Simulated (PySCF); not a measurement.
ClCu, charge +1, doublet, geometry from GFN2-xTB (such geometries of metal compounds can be far from the true shape) (the multiplicity is a formal guess). Base run: HF/aug-cc-pVDZ (PySCF).

PySCF was given this input:
```python
from pyscf import gto, scf

mol = gto.M(
    atom='''
Cu   -0.00000000   -0.00000000   -0.80004762
Cl    0.00000000    0.00000000    1.36478711
''',
    basis='aug-cc-pvdz',
    charge=1,
    spin=1,
    verbose=4,
)

mf = scf.UHF(mol)
mf.kernel()
```

Variants of this job, named by their change:

```json
[
 {"change": "base", "E (Eh)": "-2098.21686", "HOMO (eV)": "-17.34", "<S^2>": "0.755", "core-seconds (rough)": "5", "outcome": "converged"},
 {"change": "functional = wb97x_v", "E (Eh)": "-2100.18843", "HOMO (eV)": "-17.41", "<S^2>": "0.760", "core-seconds (rough)": "70", "outcome": "converged"},
 {"change": "functional = bhandhlyp", "E (Eh)": "-2100.36864", "HOMO (eV)": "-15.95", "<S^2>": "0.759", "core-seconds (rough)": "9", "outcome": "converged"},
 {"change": "functional = mn12l", "E (Eh)": "-", "HOMO (eV)": "-", "<S^2>": "-", "core-seconds (rough)": "-", "outcome": "not converged"},
 {"change": "functional = wb97x", "E (Eh)": "-2100.45074", "HOMO (eV)": "-17.44", "<S^2>": "0.760", "core-seconds (rough)": "40", "outcome": "converged"},
 {"change": "functional = b3lyp; dispersion = d3bjm", "E (Eh)": "-2100.50280", "HOMO (eV)": "-15.12", "<S^2>": "0.754", "core-seconds (rough)": "7", "outcome": "converged"},
 {"change": "functional = bp86", "E (Eh)": "-2100.73690", "HOMO (eV)": "-13.93", "<S^2>": "0.752", "core-seconds (rough)": "8", "outcome": "converged"},
 {"change": "functional = lda,vwn", "E (Eh)": "-", "HOMO (eV)": "-", "<S^2>": "-", "core-seconds (rough)": "-", "outcome": "not converged"},
 {"change": "functional = lc_wpbe", "E (Eh)": "-2100.07480", "HOMO (eV)": "-17.86", "<S^2>": "0.764", "core-seconds (rough)": "30", "outcome": "converged"},
 {"change": "functional = o3lyp", "E (Eh)": "-2100.77040", "HOMO (eV)": "-14.43", "<S^2>": "0.754", "core-seconds (rough)": "10", "outcome": "converged"},
 {"change": "functional = pbe; dispersion = d3bjm", "E (Eh)": "-2100.01148", "HOMO (eV)": "-13.80", "<S^2>": "0.752", "core-seconds (rough)": "10", "outcome": "converged"},
 {"change": "functional = pbe", "E (Eh)": "-2100.00780", "HOMO (eV)": "-13.80", "<S^2>": "0.752", "core-seconds (rough)": "9", "outcome": "converged"},
 {"change": "functional = scan", "E (Eh)": "-2100.60128", "HOMO (eV)": "-14.04", "<S^2>": "0.755", "core-seconds (rough)": "20", "outcome": "converged"}
]
```

Absolute energies of different levels of theory aren't comparable as measures of quality.

Open shells are given as the SCF converged; they aren't shown to be the lowest states, and a large step between rows can be another state.
